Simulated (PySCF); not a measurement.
Polarisability and C₆ of Rh (rhodium, neutral)

[Kr] 4d8 5s1, high-spin 4F determinant. Calculation: PySCF 2.14, in def2-TZVPPD with the def2 core potential (28 electrons); scalar relativity through the core potential. Coupled (time-dependent) response in atomic units; α is the mean over directions.

```csv
method,mean α (bohr³),C₆ (like pair),S(−4)
UHF,87.47,748.3,6869
PBE,49.96,375.3,1816
PBE0,54.97,421.6,2305
B3LYP,51.65,390.1,1982
M06-2X,51.44,386.7,1982
```

S(−4) is the Cauchy moment in α(ω) = α(0) + S(−4) ω² + …

Reference α: 66 ± 10 bohr³ (recommended; Schwerdtfeger and Nagle, table of static dipole polarizabilities (2023 update)). Published C₆: 708.0 (Gould and Bucko (2016)).

Spin-orbit coupling is absent.

Hartree-Fock lies above the reference because it lacks correlation, which contracts the outer shell.

α(iu) at UHF:

| u (hartree) | α(iu) (bohr³) |
| --- | --- |
| 0 | 87.47 |
| 0.0500 | 73.44 |
| 0.100 | 51.12 |
| 0.200 | 26.21 |
| 0.300 | 16.42 |
| 0.500 | 9.166 |
| 0.750 | 6.028 |
| 1.00 | 4.580 |
| 1.50 | 3.083 |
| 2.00 | 2.236 |
| 3.00 | 1.298 |
| 5.00 | 0.5667 |

A single London oscillator, α(iu) = α/(1 + u²/ω²), gives C₆ = (3/4) ω α². Matching the computed C₆ needs ω = 4 × 748.3 / (3 × 87.47²) = 0.130 hartree.

Energies and moments cover only the electrons outside the core potential.
